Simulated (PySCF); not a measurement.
**Shieldings and the share of exact exchange**

Molecule: `COCB(O)O`, C2H7BO3.

Structure with atom numbers: `[CH3:1][O:2][CH2:3][B:4]([OH:5])[OH:6]`. Hydrogens are named by the atom that carries them.

GIAO shieldings (ppm, equivalent atoms averaged) in PySCF 2.14 on the PBE0-D3(BJ)/def2-SVP geometry, basis pcSseg-1, gas phase, non-relativistic:

| functional | exact exchange (%) | σ(C3) | σ(C1) | σ(O5/O6) | σ(O2) |
| --- | --- | --- | --- | --- | --- |
| BLYP | 0 | 111.9 | 113.2 | 204.1 | 322.5 |
| BP86 | 0 | 117.1 | 117.9 | 205.1 | 330.2 |
| PBE | 0 | 117.5 | 118.6 | 204.5 | 329.1 |
| B3LYP | 20 | 118.2 | 118.9 | 211.2 | 335.6 |
| mPW1PW91 | 25 | 123.9 | 124.3 | 213.3 | 342.5 |
| BHandHLYP | 50 | 126.1 | 126.3 | 221.5 | 350.7 |
| HF | 100 | 138.3 | 137.6 | 236.9 | 369.7 |

Q: Fit each shielding as a line in the percentage of exact exchange.

A: σ(C3) = 115.5 + 0.23 x (rms 2.1 ppm); σ(C1) = 116.6 + 0.21 x (rms 2.0 ppm); σ(O5/O6) = 204.7 + 0.33 x (rms 0.4 ppm); σ(O2) = 328.1 + 0.43 x (rms 2.8 ppm). The functionals also differ in their semilocal parts, which the line can't hold; Hartree–Fock has no correlation at all.

Q: What does the line predict for PBE0 (25 %), and what does the run give?

A: σ(C3): 121.2 predicted, 124.7 computed; σ(C1): 121.8 predicted, 125.2 computed; σ(O5/O6): 212.9 predicted, 213.5 computed; σ(O2): 338.9 predicted, 343.5 computed ppm.
